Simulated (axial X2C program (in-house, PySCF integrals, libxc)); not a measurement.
Low determinants of HgC at the PBE0 level, two-component

Computed with an in-house relativistic program for diatomic molecules. Two-component (2c) means X2C with spin–orbit coupling and atomic mean-field two-electron Coulomb and Gaunt terms. Basis: Hg dyall-cv3z [13s14p9d6f4g], C dyall-v3z [7s6p2d1f] (cores contracted in-house); Gaussian nuclei, density fitting, unrestricted open shells. Masses: Hg 201.971 u, C 12.000 u.

Search at 2.090 Å (vertical energies from the lowest determinant):

```
ΔE (eV)  state  electrons beyond evenly filled partner blocks  electrons in ±ω = 1/2, 3/2, 5/2, 7/2
   0.00  Ω = 1                              ω = -1/2, ω = 3/2                            49 25 10 2
   1.03  Ω = 0                                           none                            50 24 10 2
   1.14  Ω = 2                               ω = 1/2, ω = 3/2                            49 25 10 2
   1.34  Ω = 0                                           none                            48 26 10 2
   1.40  Ω = 1                                    2 × ω = 1/2                            50 24 10 2
   3.20  Ω = 0                          3 × ω = 1/2, ω = -3/2                            49 25 10 2
   3.79  Ω = 3                           3 × ω = 1/2, ω = 3/2                            49 25 10 2
```

Lowest determinant, Ω = 1 (⟨Sz⟩ = 0.99, ⟨Lz⟩ = 0.01 at PBE0): Re = 2.128 Å, ωe = 394.5 cm⁻¹.

The determinant in row 2 of the search, Ω = 0 (closed shell), was followed along the bond at PBE0; measured from the minimum of the lowest determinant it gives:

Te = 1.018 eV (8210 cm⁻¹), Re = 2.021 Å, ωe = 483.7 cm⁻¹.

Q: Compare the bond of the determinant in row 2 with that of the lowest one.

A: At PBE0 its Re is 0.107 Å shorter and its force constant, which goes as ωe², is 1.50 times that of the lowest determinant. T0 ≈ Te + Δωe/2 = 8210 + (45) = 8255 cm⁻¹.

The search compares states at one distance, so a state with another bond length can lie lower; it is not exhaustive and yields mostly the lowest determinant of each block pattern, so other components and higher states of one pattern are missing. A followed state lies above the atoms to which the lowest one dissociates. These are energies of single determinants, not of spin-adapted states; PBE0 term energies can be off by some tenths of an eV, and the functional has no current term. Open-shell Ω = 0 determinants with evenly filled partner blocks cannot be reached by this program, so the Ω shown need not be the lowest component. A closed-shell Ω = 0 row of a π² shell mixes the 0⁺ component of the triplet with ¹Σ⁺ and matches no level; 0⁺ can lie lowest.
